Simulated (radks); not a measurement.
The terbium ion Tb57+, configuration [He] 2s2 2p4.

Method: scalar-relativistic Kohn-Sham, PBEsol, spin-polarised, spherical densities, finite nucleus; open shells are filled with parallel spins first (spin-orbit coupling, left out, can overturn this in heavy ions); Fermi nuclear charge, rms radius 5.06 fm; computed with a radial shooting solver on a logarithmic mesh with Libxc functionals.

Energy parts (eV):
part                      energy
total                 -202087.12
kinetic                223384.82
electron-nucleus      -435778.67
Hartree                 12832.48
exchange-correlation    -2525.75

Orbitals (lengths in bohr, moments of r in powers of bohr; r(max) is where P^2 peaks):
| orbital | occ. | eigenvalue (eV) | r(max) | <r^4> |
|---|---|---|---|---|
| 1s up | 1 | -57022.37 | 0.01364 | 1.054e-06 |
| 1s down | 1 | -56993.20 | 0.01364 | 1.052e-06 |
| 2s up | 1 | -13260.11 | 0.07624 | 0.0001462 |
| 2s down | 1 | -13214.75 | 0.07631 | 0.0001471 |
| 2p up | 3 | -12395.64 | 0.06138 | 0.0001052 |
| 2p down | 1 | -12341.33 | 0.06147 | 0.0001061 |

The highest occupied level is 2p down at -12341.3 eV. Spin moment in Bohr magnetons: 2. The spin density at the nucleus is -92.0 e/bohr^3 (1s -265.5, 2s 173.5). The density falls to 0.001 e/bohr^3 at r = 0.35 bohr.
